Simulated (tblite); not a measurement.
Compound: C6H13PS.
Cartesian coordinates in Å at the GFN2-xTB level; atoms count from 1:
```
atom  x, y, z in Å
C1    -1.6025    1.7590   -0.1839
C2    -1.7360    0.4408   -0.2406
C3    -3.0472   -0.2341    0.0294
P4    -0.4047   -0.6831   -0.8276
C5    -0.4519   -1.9355    0.5350
C6     1.0783    0.2727   -0.2242
S7     2.5500   -0.8021   -0.2464
C8     3.8121    0.4752    0.0185
H9    -0.6779    2.2636   -0.4041
H10   -2.4306    2.3944    0.0907
H11   -3.0167   -0.7596    0.9836
H12   -3.8555    0.4934    0.0644
H13   -3.2608   -0.9653   -0.7498
H14   -1.3351   -2.5607    0.4231
H15   -0.4535   -1.4576    1.5143
H16    0.4322   -2.5640    0.4381
H17    0.9269    0.6499    0.7909
H18    1.2737    1.0987   -0.9102
H19    4.7691   -0.0331    0.0654
H20    3.6190    0.9901    0.9557
H21    3.8020    1.1743   -0.8134
```

Computed with GFN2-xTB (tblite): harmonic, unscaled wavenumbers at the GFN2-xTB geometry, gas phase. The method is semi-empirical: single wavenumbers can be off by several per cent or more. One conformer, not necessarily the lowest.

Harmonic wavenumbers (cm⁻¹): 28.3, 38.6, 83.5, 96.2, 147.4, 155.6, 192.2, 207.6, 217.8, 243.9, 272.3, 316.2, 379.7, 453.0, 628.0, 673.1, 695.4, 729.0, 734.1, 756.9, 772.1, 879.5, 885.9, 896.5, 943.6, 945.5, 947.9, 1002.8, 1033.9, 1056.3, 1143.7, 1190.9, 1311.7, 1318.2, 1391.8, 1399.9, 1418.1, 1438.3, 1450.0, 1450.6, 1452.6, 1476.6, 1484.2, 1678.6, 2913.1, 2950.8, 2984.3, 2998.4, 3009.1, 3013.2, 3018.5, 3019.9, 3021.1, 3026.9, 3065.0, 3079.0, 3122.0.

A = 2917, B = 726.5, C = 622.3 MHz; mass 148.048 u (most abundant isotopes); point group C1, symmetry number 1.

Question: Zero-point energy?

Answer: Half the sum of the wavenumbers: 37620 cm⁻¹ = 450.03 kJ/mol.

Question: Give the ideal-gas entropy at 273.15 K and 1 bar in the rigid-rotor, harmonic-oscillator model (classical rotation).

Answer: Translation 169.36, rotation 123.92, vibration 154.88: S = 448.2 J/(mol K).

Question: And Cp and H(273.15 K) − H(0)?

Answer: Cp = 174.23 J/(mol K), of which vibrations give 140.97 (their classical limit is 57 R = 473.9); H(273.15 K) − H(0) = 30.14 kJ/mol without the zero-point energy, 21.05 from vibrations.

Question: Which modes carry the vibrational entropy at 273.15 K?

Answer: 28.3 cm⁻¹: 24.15; 38.6 cm⁻¹: 21.57; 83.5 cm⁻¹: 15.21; 96.2 cm⁻¹: 14.06; 147.4 cm⁻¹: 10.62; 155.6 cm⁻¹: 10.20 J/(mol K); the other 51 give 59.07 together.

Question: How do the functions run with temperature in this model?

Answer: 
```csv
T (K),S (J/(mol K)),Cp (J/(mol K)),H − H(0) (kJ/mol),G − H(0) (kJ/mol),ln q(vib)
100,317.4,97.6,6.53,-25.21,3.06
200,399.2,142.0,18.58,-61.25,6.81
300,465.0,186.2,34.98,-104.54,10.26
500,579.6,264.9,80.49,-209.30,16.65
800,722.3,342.2,172.52,-405.35,25.37
1000,802.6,377.1,244.61,-558.01,30.65
```

q(vib) and H(0) count from the zero-point level.

Hindered rotation and anharmonicity are outside this model. Other conformers, if any are populated, would add a mixing term that is left out. The structure is chiral; the term R ln 2 for an equal mix with its mirror image is left out.
